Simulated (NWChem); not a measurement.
System: SiNH4OF; SMILES N[SiH](F)O

```xyz
8

Si    -0.0321    -0.0035    -0.3396
N     -0.3947    -1.5560     0.2345
O      1.4887     0.3708     0.1852
F     -0.9897     1.1845     0.2378
H     -0.2242     0.0280    -1.8082
H     -1.0814    -2.1522    -0.2082
H     -0.1412    -1.8656     1.1645
H      1.6564     1.3044     0.3430
```
Atoms are numbered in this order, from 1.

Results from NWChem. Coordinates come from a PBE0/def2-SVP optimisation. Ions are spin-unrestricted doublets at the neutral geometry; other ion states weren't tried.

Estimate the computed values for PBE/def2-SVP. Quantities: vertical ionisation energy, ΔSCF (eV); −ε(HOMO) (eV).

The vertical ionisation energy, ΔSCF (eV) is 10.10. The −ε(HOMO) (eV) is 6.16.
